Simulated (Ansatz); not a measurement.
`[OH][Zr]([Cl])([Cl])[Cl]` + HCl → `[Cl][Zr]([Cl])([Cl])[Cl]` + H₂O at 700 K and 1 bar (ligand exchange at a Zr–O bond).

Isolated molecules relaxed with PBE0-D4/def2-TZVP in Ansatz; ΔE leaves out vibrations. CBS: MP2 limit from def2 TZ/QZ plus the TZ coupled-cluster correction, frozen cores. This one scheme is used for every species. def2 core potentials past Kr. For Zr outer-core shells are correlated without core-valence functions, which leaves a few kJ/mol of doubt a bond. Each species was taken in one conformer, which may not be the lowest.

| species | CCSD(T)/CBS energy (Eh) | H − E (kJ/mol) | S (J/(mol·K)) |
| --- | --- | --- | --- |
| `[OH][Zr]([Cl])([Cl])[Cl]` | -1502.40323 | 113.7 | 483.2 |
| HCl | -460.38127 | 38.4 | 211.8 |
| `[Cl][Zr]([Cl])([Cl])[Cl]` | -1886.41337 | 77.2 | 456.5 |
| H₂O | -76.37941 | 80.5 | 218.4 |

H − E and S are ideal-gas, rigid-rotor, harmonic terms from PBE0-D4/def2-TZVP, for one conformer and one mirror image of each species. 1 Eh = 2625.50 kJ/mol, R = 8.31446 J/(mol·K).

By hand: ΔE, ΔH, ΔS and ΔG.

ΔE = (-1886.41337) + (-76.37941) − (-1502.40323) − (-460.38127) = -0.00828 Eh = -21.7 kJ/mol. Δ(H − E) = 77.2 + 80.5 − 113.7 − 38.4 = 5.6, so ΔH = -16.1 kJ/mol. ΔS = 456.5 + 218.4 − 483.2 − 211.8 = -20.1 J/(mol·K). ΔG = -16.1 − 700 × (-20.1)/1000 = -2.0 kJ/mol.

By hand: the equilibrium constant, and the temperature at which ΔG would vanish if ΔH and ΔS stayed fixed.

log₁₀ K = −ΔG/(RT ln 10) = 0.1. ΔG = 0 at ΔH/ΔS = 801 K.

TΔS isn't small against ΔH here. The sign of ΔG lies within the doubt. A doubt of 5 kJ/mol in ΔE shifts log₁₀ K by 0.4 here. Other conformers and mirror images would add mixing entropy, several J/(mol·K) or more a flexible species. These are equilibria of isolated gas molecules and say nothing of rates. Largest T1 diagnostic: 0.016 (customary marks: 0.02 for closed shells, 0.045 for open ones).
